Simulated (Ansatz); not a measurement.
```yaml
crystal:
  periodic: [false, false, false]
  atoms:
    - {symbol: N, position_ang: [1.165383, 1.060547, -0.793016]}
    - {symbol: B, position_ang: [0.122310, 0.251410, -0.317168]}
    - {symbol: N, position_ang: [0.209858, -0.888700, 0.528860]}
    - {symbol: Sb, position_ang: [-1.716903, -1.536043, 0.479035]}
    - {symbol: S, position_ang: [-1.668540, 0.545371, -0.763860]}
    - {symbol: H, position_ang: [2.127871, 0.920856, -0.542655]}
    - {symbol: H, position_ang: [1.005352, 1.850143, -1.391181]}
    - {symbol: H, position_ang: [1.036098, -1.399394, 0.789852]}
    - {symbol: H, position_ang: [-2.192829, -0.850591, 1.993133]}
basis:
  gaussian: {orbitals: def2-TZVPP, fitting: {mean_field: cc-pVTZ-jkfit}}
hamiltonian: {xc: {name: HF}}
correlation: {method: rpa, electrons: all}
```

```sh
$ ansatz run in.yaml --threads 4 --pin off --events-out ev --progress --plain --max-ram 10444MiB
```

Output, abridged:

```
Functional definition: HF
Error: <dir> the basis set cc-pVTZ-JKFIT has no functions for Sb
```
